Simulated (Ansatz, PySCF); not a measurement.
chlorotrifluoromethane (CClF3), SMILES FC(F)(F)Cl. Atoms are numbered in the order given.

```xyz
5

F      1.0780    -0.6224     0.8134
C      0.0000     0.0000     0.3563
F     -1.0780    -0.6224     0.8134
F      0.0000     1.2448     0.8134
Cl     0.0000     0.0000    -1.4176
```
Charge 0, spin multiplicity 1.

The structure is a stationary point at B3LYP-D3(BJ)/def2-SVP.

Vertical ionisation energy (IE) and electron affinity (EA) in eV. Rows of orbital energies are one-electron estimates. Where ΔSCF, EOM or ADC give a negative EA the extra electron is unbound and the value depends on the basis.

| level | IE | EA |
|---|---|---|
| −ε(HOMO), −ε(LUMO), CAM-B3LYP/def2-TZVP (PySCF) | 11.51 | -1.08 |
| −ε(HOMO), −ε(LUMO), PBE/def2-TZVP (PySCF) | 8.44 | 1.24 |
| ΔSCF, PBE0/def2-SVPD (Ansatz), final states of multiplicity 2 and 2 | 13.01 | -1.44 |
| ΔSCF, PBE/def2-SVPD (Ansatz), final states of multiplicity 2 and 2 | 12.64 | -1.29 |

### Question
What vertical singlet–triplet gap does ΔSCF give with PBE0/def2-SVPD (Ansatz, an electronic-structure program) and with PBE/def2-SVPD (Ansatz)? (The exact figures need the calculation; the answer reports its results.)

### Answer
7.13 and 7.05 eV (triplet above singlet where positive).
